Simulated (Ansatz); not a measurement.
Born–Oppenheimer molecular dynamics of Cl$_{3}$FGeH$_{4}$OSi (11 atoms, charge 0, multiplicity 1). It starts at the highest image of a converged band, a first-order saddle point between two minima.

The calculation used Ansatz 0.2.0, RHF/def2-SVP.

```yaml
ensemble: NVE (velocity Verlet)
time_step: 0.5 fs
steps_asked: 200
starting_velocities_drawn_for: 300 K
seed: 5978
```

First frame:

```xyz
11
Properties=species:S:1:pos:R:3
Ge -0.186 0.092 -0.244
F -0.404 0.902 1.591
Cl 1.545 -0.925 0.453
Cl 0.017 2.052 -1.042
Cl -0.648 -1.051 -2.050
O -1.814 -0.338 0.558
Si -3.254 -1.204 0.255
H -2.914 -2.618 0.043
H -4.058 -1.023 1.476
H -3.917 -0.613 -0.915
H -1.415 0.292 1.406
```

Question: How far do the bonds stretch over the last three quarters of this one trajectory? (Pairs bonded in most of those frames.)

Answer: 
```tsv
bond	mean (Å)	spread (Å)	shortest	longest
Ge1–F2	1.767	0.074	1.66	1.95
Ge1–Cl3	2.143	0.015	2.12	2.16
Ge1–Cl4	2.156	0.037	2.10	2.21
Ge1–Cl5	2.207	0.066	2.10	2.30
Ge1–O6	2.225	0.241	1.89	2.67
O6–Si7	1.723	0.034	1.64	1.76
O6–H11	0.959	0.023	0.92	1.01
Si7–H8	1.469	0.005	1.46	1.48
Si7–H9	1.476	0.014	1.45	1.50
Si7–H10	1.470	0.003	1.46	1.48
```

Mean temperature of the second half: 480 K. The conserved energy stayed within 0.063 meV per atom of its start (net change -0.034 meV per atom), so the integration is sound. The kinetic energy rose, since the run started high on the potential surface and went downhill. It ends in pieces (Cl3FGe + H4OSi), so much of that is their flight and rotation, not heat. A run of 0.1 ps of so small a system gives no equilibrium averages. The orbitals stay closed-shell, which can raise the energy where a bond breaks towards radicals; this wasn't checked here.

Run time: 3.7 min on 4 threads of AMD EPYC 9R45 96-Core Processor (Zen 5) (shared host), peak memory 0.54 GiB.
